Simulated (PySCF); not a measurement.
**Simulated absorption spectrum**

SiEtF3, C₂H₅F₃Si.
SMILES: `F[Si](F)(CC)F`

Computed, not measured: PySCF, TDDFT B3LYP/def2-SVPD, vertical, gas phase, core orbitals frozen in the response. Geometry: PBE0-D3(BJ)/def2-SVP; no solvent, vibrations or thermal averaging.

Each state is given a Gaussian of 0.25 eV full width at half maximum, with ε(max) = 2.175×10⁸ f / Δν̃ (Δν̃ the width in cm⁻¹). The width is an assumption, not a result. The curve ends short of the highest state used, and states not computed would add to its high-energy end.

(E (eV), ε (L mol⁻¹ cm⁻¹)): (7.99, 5), (8.07, 56), (8.15, 331), (8.24, 1254), (8.32, 2240), (8.40, 2267), (8.48, 1300), (8.57, 353), (8.65, 62), (8.73, 31), (8.81, 262), (8.90, 1852), (8.98, 5766), (9.06, 10174), (9.15, 9776), (9.23, 5162), (9.31, 1546), (9.39, 284), (9.48, 225), (9.56, 861), (9.64, 2127), (9.72, 3373), (9.81, 3850), (9.89, 3345)

Task: Where are the band maxima, and which computed states make them?

Result: 148 nm (8.36 eV), ε about 2400, made up of S1 (100%); 136 nm (9.10 eV), ε about 11000, made up of S2 (100%); 126 nm (9.80 eV), ε about 3900, made up of S4 (37%), S5 (13%) and S6 (48%) (ε in L mol⁻¹ cm⁻¹; maxima over ε = 5, shares over 10%). The states used: S1 8.36 eV (f 0.022); S2 9.10 eV (f 0.101); S3 9.14 eV (f 0.0000); S4 9.71 eV (f 0.019); S5 9.75 eV (f 0.0052); S6 9.88 eV (f 0.022); S7 9.93 eV (f 0.0017); S8 10.17 eV (f 0.022); S9 10.30 eV (f 0.033); S10 10.49 eV (f 0.048).

Task: Coming from long wavelengths, where does ε first pass 100 L mol⁻¹ cm⁻¹?

Result: At about 153 nm (8.09 eV), 0.27 eV below S1.

Task: What would ε be at 9.10 eV, the highest of these maxima, with half the width (0.125 eV)?

Result: About 21800 L mol⁻¹ cm⁻¹ against 10900, a factor of about 2.00; a lone state at its own centre would give exactly 2.

Time: 81 s wall, 61 s CPU (with the writing of density and orbital grids); peak memory 0.78 GiB. Hardware: Intel Xeon at 2.50 GHz, one thread, shared host.
